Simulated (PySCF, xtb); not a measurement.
C2H8N2OSi, SMILES C/C=N\[Si@H](N)O. One conformer was computed; it need not be the lowest.

Harmonic wavenumbers (cm⁻¹) from GFN2-xTB (xtb) at its own minimum, in rising order: 35, 110, 148, 167, 188, 204, 262, 292, 368, 536, 617, 695, 708, 726, 791, 815, 840, 890, 926, 979, 1015, 1104, 1341, 1373, 1459, 1461, 1542, 1792, 2217, 2889, 3008, 3019, 3068, 3473, 3517, 3700.

What does PBE-D3(BJ)/def2-SVP run with PySCF give at its own minimum? (An estimate is asked for; the answer gives what the named calculation found.)

51, 129, 139, 160, 218, 249, 295, 345, 375, 439, 511, 647, 699, 764, 783, 818, 871, 890, 910, 921, 1041, 1082, 1311, 1363, 1393, 1393, 1476, 1747, 2178, 2892, 2961, 3037, 3088, 3500, 3603, 3742. Paired by order, the mean absolute difference is 35 cm⁻¹ and the zero-point energies are 66.2 and 65.8 kcal/mol.
